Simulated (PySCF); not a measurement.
A structure optimised at r2SCAN-D4/def2-SVP, used in a PySCF frequency run:

```
C
H 1 1.1038
H 1 1.1055 2 106.16
C 1 1.5233 2 110.31 3 -119.24
H 4 1.1015 1 111.72 2 58.69
H 4 1.1028 5 107.60 1 122.22
H 4 1.1031 5 107.58 6 115.34
C 1 1.5413 2 108.15 3 116.86
H 8 1.1046 1 109.60 2 -177.66
H 8 1.1076 9 106.55 1 117.07
C 8 1.4842 9 108.94 10 117.25
O 11 1.3723 8 114.12 9 -170.14
H 12 0.9649 11 108.81 8 -174.70
H 11 1.1002 12 116.85 13 -26.06
```
Charge 0, spin multiplicity 2.

Q: Write its SMILES and formula.

A: CCC[CH]O, C4H9O

Q: What are its rotational constants (standard atomic weights)?

A: 13.908, 2.3405, 2.1961 GHz
